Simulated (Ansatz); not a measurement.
`FC(S)[SeH]` and `BNC(F)S` differ in one atom or group.

Ansatz, PBE0-D4/def2-TZVP geometries, multiplicity 1. Each molecule was computed in one conformer, which needn't be the lowest.

Scalar relativity is left out up to krypton.

| property | `FC(S)[SeH]` |
| --- | --- |
| LUMO energy (PBE0/def2-TZVPP) / eV | -0.69 |
| LUMO energy (PBE/def2-TZVPP) / eV | -1.59 |
| size of the dipole moment (PBE/def2-TZVPP) / D | 1.69 |
| HOMO energy (PBE/def2-TZVPP) / eV | -5.91 |
| LUMO energy (B3LYP/def2-TZVPP) / eV | -0.95 |
| HOMO–LUMO gap (ωB97M-V/def2-TZVPP) / eV | 10.56 |

Give the same properties after the change, and the shifts. (An estimate is asked.)

Ansatz gave: 
```json
{"property": "LUMO energy (PBE0/def2-TZVPP) / eV", "`BNC(F)S`": "-0.38", "shift": "0.31"}
{"property": "LUMO energy (PBE/def2-TZVPP) / eV", "`BNC(F)S`": "-1.37", "shift": "0.22"}
{"property": "size of the dipole moment (PBE/def2-TZVPP) / D", "`BNC(F)S`": "2.14", "shift": "0.45"}
{"property": "HOMO energy (PBE/def2-TZVPP) / eV", "`BNC(F)S`": "-6.22", "shift": "-0.31"}
{"property": "LUMO energy (B3LYP/def2-TZVPP) / eV", "`BNC(F)S`": "-0.62", "shift": "0.33"}
{"property": "HOMO–LUMO gap (ωB97M-V/def2-TZVPP) / eV", "`BNC(F)S`": "11.25", "shift": "0.69"}
```

With PBE0 the HOMO falls by 0.39 eV and the LUMO rises by 0.31 eV, so the gap widens by about 0.70 eV. PBE moves the HOMO by -0.31 eV and ωB97M-V by -0.46 eV. Dipoles are sizes alone; their direction can turn.

B3LYP here is the variant with VWN-RPA as its local correlation; programs differ in this.

Spin–orbit coupling is left out; it splits and shifts lone-pair levels of the heavy atoms by tenths of an eV.
